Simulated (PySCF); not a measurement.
C2H4NO, SMILES C[N]C=O (connectivity only; charge and spin as stated), charge -1, multiplicity 1.

Geometry: B3LYP-D3(BJ)/def2-SVPD. A frequency run showed that this geometry is not a minimum. The multiplicity is an assumed one; other spin states were not compared. The isomer is the one that the SMILES or the coordinates give; other isomers of the formula were not compared. The values are those of a single conformer.

These are PBE/def2-TZVPD (PySCF) values and carry that method's errors.

Isolated molecule, no solvent. A positive occupied level means that this level leaves the electron formally unbound; only the finite basis holds it.

The total energy is -208.45795 hartree. The point group is Cs and the highest occupied level is 0.57 eV. The lowest empty level is 3.71 eV. The orbital gap is 3.15 eV and the dipole moment about the centre of nuclear charge is 1.86 D. The mean static polarisability is 57.9 bohr³ (8.58 Å³) and the polarisability, principal values is 41.4, 60.4, 71.9 bohr³.
